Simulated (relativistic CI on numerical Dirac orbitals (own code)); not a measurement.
**Ti³⁺ in a cubic cluster: L2,3 absorption with charge transfer**

Computed with a charge-transfer multiplet model of a cubic metal-ligand cluster with up to one ligand hole, Slater and spin-orbit integrals from Dirac-Coulomb-Breit ions, Slater integrals scaled by 0.9. The ground state mixes d1 with configurations of k ligand holes L, whose averages lie at kΔ + k(k − 1)U_dd/2; a core hole lowers each added d electron by U_cd. 20 K, Lorentzian 0.4 eV and Gaussian 0.3 eV FWHM.

Atomic integrals in eV (Slater integrals scaled, ζ unscaled), ground: F2dd 7.400, F4dd 4.602, zeta_d 0.017; with the core hole: F2dd 9.239, F4dd 5.798, zeta_d 0.027, zeta_core 3.743, F2cd 5.060, G1cd 3.685, G3cd 2.090. Where a configuration has fewer than two d electrons, the dd integrals are those of d2.

Cluster parameters (eV): Δ = 5.9, U_dd = 5.8, 10Dq = 1.7, 10Dq(ligand) = 1.1, V(eg) = 2.75, V(t2g) = -1.22, final-state hopping factor = 0.9.

```csv
Case,n_d,d1,d2L,S
U_cd = 6 eV,1.28,0.72,0.28,0.50
U_cd = 7.2 eV,1.28,0.72,0.28,0.50
U_cd = 7.8 eV,1.28,0.72,0.28,0.50
U_cd = 8.4 eV,1.28,0.72,0.28,0.50
U_cd = 9 eV,1.28,0.72,0.28,0.50
```

Weights, n_d and S are thermal averages at 20 K. Photon energies count from the first peak over 30 % of the highest in each spectrum, which can be another peak from case to case. The parameters are a model scan and need not match a compound or its usual spin state. Peaks in eV (height, largest 100):
- U_cd = 6 eV: -1.7 (22), 0.0 (34), 0.5 (36), 2.3 (86), 3.6 (92), 5.3 (47), 6.5 (80), 7.6 (100), 8.1 (95)
- U_cd = 7.2 eV: -1.6 (23), 0.0 (35), 0.6 (37), 2.4 (90), 3.6 (91), 5.4 (48), 6.6 (77), 7.7 (100), 8.0 (99)
- U_cd = 7.8 eV: -1.6 (23), 0.0 (35), 0.6 (36), 2.4 (89), 3.6 (86), 6.6 (78), 7.7 (100)
- U_cd = 8.4 eV: -1.6 (22), 0.0 (35), 0.5 (36), 2.4 (89), 3.6 (83), 6.6 (77), 7.7 (100)
- U_cd = 9 eV: -1.7 (23), 0.0 (35), 0.5 (36), 2.3 (91), 3.6 (82), 6.7 (78), 7.6 (100)

For the case U_cd = 7.2 eV, Δ = 5.9 eV is larger than U_dd = 5.8 eV, the Mott-Hubbard side of the Zaanen-Sawatzky-Allen scheme. With the core hole the configuration with one ligand hole lies at Δ + U_dd − U_cd = 5.7, 4.5, 3.9, 3.3, 2.7 eV from the one without, in the order of the table; where this is negative the screened configuration lies lower, though the effective hopping of about 5.4 eV (from the holes of the mixed ground state) mixes the two strongly wherever it is as large as the gap.

With at most 1 ligand hole the space is cut while the next configuration still counts, so covalency is underestimated, and a final configuration with one more ligand hole, which can lie low, is missing from the spectra.
